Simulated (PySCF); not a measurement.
Cd(NH2)(SMe) (CH5CdNS), SMILES C[S][Cd][NH2]. Geometry optimised at PBE-D3(BJ)/def2-SVP. The structure was generated by enumeration; whether it is a known compound was not checked. The def2 effective core potentials stand for the cores of Cd; spin–orbit coupling is left out. Other conformers were not sampled.

Q: Give the equilibrium geometry at PBE-D3(BJ)/def2-SVP (PySCF confirms it by a frequency run) as bond lengths and angles, and its point group. (The exact figures need the calculation; the answer reports its results.)

A: One answer among several that fit: point group Cs.
Atoms: Cd1 N2 H3 H4 S5 C6 H7 H8 H9. Bond lengths (Å): Cd1–N2 2.030, Cd1–S5 2.354, N2–H3 1.030, N2–H4 1.030, S5–C6 1.845, C6–H7 1.107, C6–H8 1.108, C6–H9 1.107. Bond angles (°): N2–Cd1–S5 174.5, Cd1–N2–H3 111.6, Cd1–N2–H4 111.6, H3–N2–H4 105.6, Cd1–S5–C6 102.5, S5–C6–H7 112.4, S5–C6–H8 106.1, S5–C6–H9 112.4, H7–C6–H8 108.2, H7–C6–H9 109.5, H8–C6–H9 108.2.
